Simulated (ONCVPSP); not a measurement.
lead (Pb), ONCV: configuration errors across variants

Pb (Z = 82), optimised norm-conserving Vanderbilt (ONCV), made with ONCVPSP 4.0.1 (PBE, scalar-relativistic). Core [Kr] 4d10 4f14, reference 5s2 5p6 5d10 6s2 6p2. Waves: 5s+6s: rc 1.60 bohr, ncon 4, nbas 8, qcut 6.2 1/bohr, 2 projectors; 5p+6p: rc 1.80 bohr, ncon 4, nbas 7, qcut 7.8 1/bohr, 2 projectors; 5d: rc 1.55 bohr, ncon 3, nbas 7, qcut 10 1/bohr, 2 projectors, debl 2.2 Ha. Local part: polynomial inside 1.55 bohr (lpopt 5, dvloc0 0 Ha). Core correction: none.

All-electron excitation energies from the reference (eV): (1) 5s2 5p6 5d10 6s2 6p1 6.576; (2) 5s2 5p6 5d10 6s2 6p0 20.021; (3) 5s2 5p6 5d10 6s1 6p0 52.431.

2 further variants failed, have other tests or too few solved ones, and are left out.

Errors AE − PS in meV (a dash: test not solved or not reliable):

```tsv
change	(1)	(2)	(3)	bound ghosts	GHOST(+) flags above zero
base	-2.9	-8.7	-27	none	none
d: nbas 6	-2.9	-8.1	-26	none	none
s: nproj 4	-2.9	-8.9	-28	none	s
d: debl 2	-2.9	-8.7	-27	none	none
p: ncon 3, nbas 6	-2.8	-8.6	-27	none	none
core correction Teter function, fcfact 3.75, rcfact 1.45	-2.9	-9.1	-30	none	none
all radii scaled by about 1.05 (s 1.68, p 1.90, d 1.64 bohr); local potential polynomial inside 1.64 bohr (lpopt 5, dvloc0 0 Ha)	-2.9	-9.3	-28	none	none
d: qcut 10.3	-2.9	-8.6	-27	none	none
```

Give the same row for: d: qcut 11.7.

-2.9, -8.0, -27; bound ghosts: none; GHOST(+) flags above zero: none.
